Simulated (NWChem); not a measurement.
C5H3Br; SMILES C#CC(Br)=C=C

Program: NWChem. Pople sets run with spherical d functions. Geometry: optimised at PBE-D3(BJ)/def2-SVP. Level TPSS/6-31G*: energy and gradient; each run changes one setting, and changes count from the defaults (medium grid, exact Coulomb integrals, symmetry on).

Problem. Which setting moves the energy most, and by about how much (symmetry off; defaults; tight SCF thresholds and tolerances; Coulomb fitting, Weigend set)?

Solution. Coulomb fitting, Weigend set, by about 300 μHa.
| setting | size of the energy change (μHa) | largest change of a gradient component (μHa/bohr) | time, defaults = 1 (rough) |
|---|---|---|---|
| defaults | < 10 | < 30 | about 1 |
| Coulomb fitting, Weigend set | 300 | 90 | 0.3 |
| symmetry off | < 10 | other frame | about 1 |
| tight SCF thresholds and tolerances | < 10 | 40 | about 1 |
